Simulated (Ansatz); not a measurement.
Reaction (formal exchange of groups at a B–Ge bond): `[BH2][GeH2][O][SiH2]F` + `[OH][GaH2]` → `[BH2][GaH][OH]` + `F[SiH2][O][GeH3]`

Isolated molecules relaxed with PBE0-D4/def2-TZVP in Ansatz; ΔE leaves out vibrations. CCSD(T)/CBS adds triple-zeta CCSD(T) − MP2 to the extrapolated MP2 energy (def2 sets, frozen cores). For Ga, Ge outer-core shells are correlated without core-valence functions, which leaves a few kJ/mol of doubt a bond. Scalar relativity is left out up to krypton. Each species was taken in one conformer, which may not be the lowest.

`[BH2][GeH2][O][SiH2]F`:

```xyz
11

B    -2.150   -0.889    1.134
Ge   -0.151   -0.826    0.685
O     0.147    0.503   -0.473
Si    1.372    1.213   -1.242
F     0.789    2.453   -2.057
H    -2.918   -0.112    0.656
H    -2.550   -1.722    1.891
H     0.737   -0.549    1.917
H     0.354   -2.120    0.011
H     1.994    0.298   -2.230
H     2.375    1.750   -0.290
```

`[OH][GaH2]`:

Z-matrix (Å, degrees):
```
Ga
O 1 1.788
H 1 1.565 2 117.5
H 1 1.556 2 113.8 3 180.0
H 2 0.959 1 114.1 3 0.0
```

`[BH2][GaH][OH]`:

Z-matrix (Å, degrees):
```
B
Ga 1 2.082
H 1 1.197 2 121.9
H 1 1.197 2 121.9 3 -179.6
O 2 1.799 1 119.8 3 -90.1
H 2 1.566 1 129.7 3 89.9
H 5 0.959 2 114.6 1 -0.0
```

`F[SiH2][O][GeH3]`:

Z-matrix (Å, degrees):
```
Si
O 1 1.614
F 1 1.598 2 110.3
H 1 1.483 2 111.3 3 117.5
H 1 1.477 2 108.6 3 -117.6
Ge 2 1.782 1 136.3 3 -67.1
H 6 1.532 2 105.5 1 -147.5
H 6 1.533 2 107.5 1 92.8
H 6 1.537 2 108.1 1 -27.7
```

| species | HF/def2-TZVPP energy (Eh) |
| --- | --- |
| `[BH2][GeH2][O][SiH2]F` | -2566.99296 |
| `[OH][GaH2]` | -1999.90700 |
| `[BH2][GaH][OH]` | -2025.15182 |
| `F[SiH2][O][GeH3]` | -2541.74594 |

(1) Work out ΔE.

Largest T1 diagnostic among the species: 0.015.

## Answers

(1) ΔE = (-2025.15182) + (-2541.74594) − (-2566.99296) − (-1999.90700) = 0.00220 Eh = +5.8 kJ/mol. CCSD(T)/CBS gives +2.3 kJ/mol.
